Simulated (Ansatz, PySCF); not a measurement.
System: sum formula BOCl, charge 1, multiplicity 2. 
Structure (B3LYP-D3(BJ)/def2-TZVP (Ansatz, a first-principles code) minimum search):
```xyz
3

B      0.0000     0.0000    -0.5761
O      0.0000     0.0000    -1.8596
Cl     0.0000     0.0000     1.0446
```
Charge +1, spin multiplicity 2.

Total electronic energies in hartree. Correlated levels leave the core frozen unless marked. Open shells are spin-unrestricted. No spin-orbit coupling. Non-relativistic. CBS marks a two-point X^-3 extrapolation of the correlation energy; Hartree-Fock from the larger set. [CCSD(T)-MP2]/basis is that difference in the basis named.

```json
[
 {"level": "HF/aug-cc-pV(T+d)Z", "program": "Ansatz", "energy (Eh)": "-558.79146"},
 {"level": "TPSS-D3(BJ)/def2-TZVPD", "program": "PySCF + dftd3", "energy (Eh)": "-559.99754"},
 {"level": "r2SCAN-D4/def2-TZVPD", "program": "Ansatz + dftd4", "energy (Eh)": "-559.87677"},
 {"level": "PW6B95/def2-TZVPD", "program": "PySCF", "energy (Eh)": "-560.42980"},
 {"level": "M06-2X/def2-TZVPD", "program": "PySCF", "energy (Eh)": "-559.89874"},
 {"level": "CAM-B3LYP-D4/def2-TZVPD", "program": "Ansatz + dftd4", "energy (Eh)": "-559.92672"},
 {"level": "RPA@PBE/cc-pV(Q+d)Z", "program": "Ansatz", "energy (Eh)": "-559.57636"},
 {"level": "RI-MP2/CBS(cc-pV(T+d)Z,cc-pV(Q+d)Z)+[CCSD(T)-MP2]/cc-pV(Q+d)Z", "program": "Ansatz", "energy (Eh)": "-559.3522"},
 {"level": "CCSD(T)/CBS(cc-pV(T+d)Z,cc-pV(Q+d)Z)", "program": "Ansatz", "energy (Eh)": "-559.3514"}
]
```

Totals of different functionals don't rank their quality; only differences between species are comparable.
